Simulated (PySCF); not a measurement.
An unknown shows these calculated signals:

¹H NMR (400 MHz, computed): δ 2.33 (s, 2H), 0.25 (s, 9H).

¹³C{¹H} NMR (computed): δ 180.7 (C), 41.9 (CH2), -1.2 (CH3).

- GIAO PBE0/pcSseg-1 shieldings
- coordinates at the GFN2-xTB level
- code: PySCF 2.14
- equivalent nuclei averaged, non-relativistic, in vacuum, single conformer

δ = σ(ref) − σ, references computed at the same level: ¹H (31.72 ppm) and ¹³C (186.93 ppm) vs TMS.

Which of these does the molecule contain: a three-membered ring, a carboxylic acid, a tert-butyl group, a Si–CH3 group?

## Answers


- A three-membered ring: no.
- A carboxylic acid: no.
- A tert-butyl group: no.
- A Si–CH3 group: yes (δC -1.2; δH 0.25 (s)).

The data belong to `C([Si](C)(C)C)C(=O)Cl`, C5H11ClOSi; they needn't prove each group on their own.

Carbon signals by region: 1 in the far downfield region (above 160 ppm), 2 below 50 ppm. Above 160 ppm: 180.7, carbonyl carbon.

Carbons that carry Cl, above all several Cl atoms, come out too deshielded, partly because spin–orbit coupling is missing. Shifts are as computed. Against solution values, carbons near 30 ppm lie about +3 ppm off and those near 130 ppm about +5 ppm; carbons on Cl a further +6 ppm. Of 1211 compounds with measured shifts, 218 miss one by over three times the rms of a fit or turn the order of signals round; such compounds aren't used in these exercises. No couplings were computed; multiplicities are counted from neighbouring protons, with m where these are inequivalent, close in shift, in a saturated or five-membered ring or joined by F or P, and br s for small geminal =CH2 splittings.
